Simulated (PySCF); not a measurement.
Vertical excitations of a molecule C3H6F2Si from TDA-PBE/def2-SVPD in PySCF, as energy in eV (oscillator strength): 5.31 (0.000), 6.28 (0.001), 6.77 (0.327), 6.84 (0.007), 6.87 (0.000), 7.04 (0.003), 7.08 (0.299), 7.35 (0.022), 7.44 (0.001), 7.53 (0.008). Lowest triplet (TDA): 4.18 eV. The structure is a stationary point at B3LYP-D3(BJ)/def2-SVP. The values are those of a single conformer.

Pick the molecule that these values belong to.
A. C=C(F)[C@@H](F)[SiH3]
B. C/C=C(\F)[SiH2]F
C. F[C@@H]1C([SiH3])[C@H]1F
D. FC1(F)CC[SiH2]1

B, C/C=C(\F)[SiH2]F
